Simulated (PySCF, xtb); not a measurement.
Cl2GeH2O2, SMILES [OH][Ge]([OH])([Cl])[Cl]. The values are those of a single conformer.

Harmonic wavenumbers (cm⁻¹) from GFN2-xTB (xtb) at its own minimum, in rising order: 93, 114, 155, 162, 196, 200, 244, 354, 395, 544, 557, 779, 790, 3625, 3629.

Problem. What does r2SCAN-D4/def2-SVP (PySCF 2.14.0) give at its own minimum? (Estimate from the structure and the level; the computed values follow.)

Solution. 112, 136, 150, 202, 217, 232, 263, 421, 460, 721, 755, 890, 912, 3825, 3827. Paired by order, the mean absolute difference is 86 cm⁻¹ and the zero-point energies are 16.9 and 18.8 kcal/mol.
